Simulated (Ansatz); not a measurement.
Isomers of C₂H₆AlNO, relaxed with PBE0-D4/def2-TZVP in Ansatz; electronic energies, one conformer each and not always the lowest. Functionals use def2-TZVPP; CBS adds triple-zeta CCSD(T) − MP2 to the MP2 limit of def2-TZVPP and def2-QZVPP.

Problem. Order them by energy at frozen-core CCSD(T)/CBS, lowest first. (Estimate.)
A. `CC1[NH][AlH][O]1`
B. `C[O][Al]1[CH2][NH]1`
C. `[NH2][Al]1[CH2]C[O]1`
D. `O[CH]1C[NH][AlH]1`
E. `C/C(O)=[N]\[AlH2]`

Solution. C (0.0 kJ/mol), A (49.2 kJ/mol), E (130.4 kJ/mol), B (184.5 kJ/mol), D (229.6 kJ/mol).

Problem. How do B3LYP, MP2/CBS(def2), B2PLYP, PBE-D4 place them (kJ/mol, against `[NH2][Al]1[CH2]C[O]1`)? (Best estimate.)

Solution. Computed: 
| isomer | B3LYP | MP2/CBS(def2) | B2PLYP | PBE-D4 |
| --- | --- | --- | --- | --- |
| `C[O][Al]1[CH2][NH]1` | 175.2 | 188.2 | 180.1 | 181.7 |
| `O[CH]1C[NH][AlH]1` | 229.4 | 238.1 | 233.6 | 215.7 |
| `C/C(O)=[N]\[AlH2]` | 108.2 | 141.2 | 117.6 | 113.6 |
| `CC1[NH][AlH][O]1` | 53.0 | 51.7 | 51.5 | 49.7 |

B3LYP here is the variant with VWN-RPA as its local correlation; programs differ in this.
